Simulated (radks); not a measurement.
Results of a calculation; reference values are marked as such.
Polarisability of neutral gadolinium, [Xe] 4f7 5d1 6s2, at imaginary frequency. Level of theory: scalar-relativistic Kohn-Sham, LDA (Slater exchange, VWN5 correlation), spin-polarised, spherical densities, finite nucleus; open shells are filled with parallel spins first (spin-orbit coupling, left out, can overturn this in heavy ions); Fermi nuclear charge, rms radius 5.1569 fm (a radial shooting solver on a logarithmic mesh with Libxc functionals). Response by self-consistent Sternheimer equations with the Hartree and adiabatic LDA kernel, the relativistic mass of each level held fixed and spin-orbit coupling left out.

w (hartree)  alpha1(iw) (bohr^3)
0.00266                    140.0
0.0143                     138.3
0.0360                     129.6
0.0697                     109.0
0.118                      79.54
0.186                      51.74
0.280                      31.82
0.413                      19.41
0.605                      11.97
0.892                      7.395
1.35                       4.401
2.12                       2.393
3.59                       1.127
6.94                      0.4207
17.5                     0.09499

Static values: alpha1 = 140.0 bohr^3 (20.75 angstrom^3; uncoupled 275.7). C6 = 2109, triple-dipole C9 = 209400 atomic units. One-pole (London) frequency 4 C6 / (3 alpha1^2) = 0.143 hartree, against 0.114 for minus the highest occupied eigenvalue. Recommended static value: 158 bohr^3 (Schwerdtfeger and Nagle, 2023 table).
